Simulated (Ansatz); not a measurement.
Geometry optimisation, RKS PBE0/def2-SVP (Ansatz).

input.yaml

```yaml
crystal:
  periodic: [false, false, false]
  atoms:
    - { symbol: B, position_ang: [-0.144582, 0.523574, -0.148576] }
    - { symbol: H, position_ang: [-0.059265, -0.389025, 2.06721] }
    - { symbol: F, position_ang: [0.967781, -0.175238, -0.416296] }
    - { symbol: O, position_ang: [-1.359607, 0.031936, -0.460965] }
    - { symbol: H, position_ang: [-1.308569, -0.838938, -0.864391] }
    - { symbol: O, position_ang: [-0.052665, 1.782337, 0.403939] }
    - { symbol: H, position_ang: [0.864322, 2.023397, 0.564547] }
    - { symbol: H, position_ang: [-0.123616, 0.325858, 2.076032] }
basis:
  gaussian: { orbitals: def2-SVP }
hamiltonian:
  xc: pbe0
relax:
  f_tol: 0.03
  max_steps: 50
output:
  orbitals: {}
```

Run as:

```bash
$ ansatz run input.yaml --threads 1 --pin off --max-ram 2048MiB --backend cpu --events-out ev --progress --plain --runs-dir out
```

Where does it end, and by what steps?

The forces met the threshold. After 20 steps the energy has fallen by 0.178 eV; H2 moved furthest, 1.45 Å.

```json
{"step": "0", "energy less start (eV)": "0.0000", "largest force component (eV/Å)": "1.821", "accepted": "yes"}
{"step": "1", "energy less start (eV)": "-0.1182", "largest force component (eV/Å)": "0.447", "accepted": "yes"}
{"step": "2", "energy less start (eV)": "-0.1483", "largest force component (eV/Å)": "0.280", "accepted": "yes"}
{"step": "3", "energy less start (eV)": "-0.1569", "largest force component (eV/Å)": "0.229", "accepted": "yes"}
{"step": "4", "energy less start (eV)": "-0.1601", "largest force component (eV/Å)": "0.099", "accepted": "yes"}
{"step": "5", "energy less start (eV)": "-0.1616", "largest force component (eV/Å)": "0.067", "accepted": "yes"}
{"step": "6", "energy less start (eV)": "-0.1607", "largest force component (eV/Å)": "0.486", "accepted": "no"}
{"step": "7", "energy less start (eV)": "-0.1644", "largest force component (eV/Å)": "0.052", "accepted": "yes"}
{"step": "8", "energy less start (eV)": "-0.1630", "largest force component (eV/Å)": "0.445", "accepted": "no"}
{"step": "9", "energy less start (eV)": "-0.1660", "largest force component (eV/Å)": "0.033", "accepted": "yes"}
{"step": "10", "energy less start (eV)": "-0.1672", "largest force component (eV/Å)": "0.092", "accepted": "yes"}
{"step": "11", "energy less start (eV)": "-0.1687", "largest force component (eV/Å)": "0.146", "accepted": "yes"}
{"step": "12", "energy less start (eV)": "-0.1703", "largest force component (eV/Å)": "0.203", "accepted": "yes"}
{"step": "13", "energy less start (eV)": "-0.1721", "largest force component (eV/Å)": "0.150", "accepted": "yes"}
{"step": "14", "energy less start (eV)": "-0.1742", "largest force component (eV/Å)": "0.174", "accepted": "yes"}
{"step": "15", "energy less start (eV)": "-0.1757", "largest force component (eV/Å)": "0.125", "accepted": "yes"}
{"step": "16", "energy less start (eV)": "-0.1771", "largest force component (eV/Å)": "0.081", "accepted": "yes"}
{"step": "17", "energy less start (eV)": "-0.1778", "largest force component (eV/Å)": "0.071", "accepted": "yes"}
{"step": "18", "energy less start (eV)": "-0.1781", "largest force component (eV/Å)": "0.063", "accepted": "yes"}
{"step": "19", "energy less start (eV)": "-0.1784", "largest force component (eV/Å)": "0.033", "accepted": "yes"}
{"step": "20", "energy less start (eV)": "-0.1785", "largest force component (eV/Å)": "0.028", "accepted": "yes"}
```

```xyz
8
Properties=species:S:1:pos:R:3
B -0.202 0.500 -0.524
H 0.182 -0.054 3.459
F 0.913 0.060 -1.133
O -1.412 0.043 -0.908
H -1.351 -0.597 -1.624
O -0.115 1.400 0.481
H 0.794 1.655 0.665
H -0.026 0.276 2.805
```

Whether the end is a true minimum wasn't checked by a vibrational analysis.

The run took 52 s on 1 thread of Arm Neoverse V1, on a shared host, peak memory 0.16 GiB.
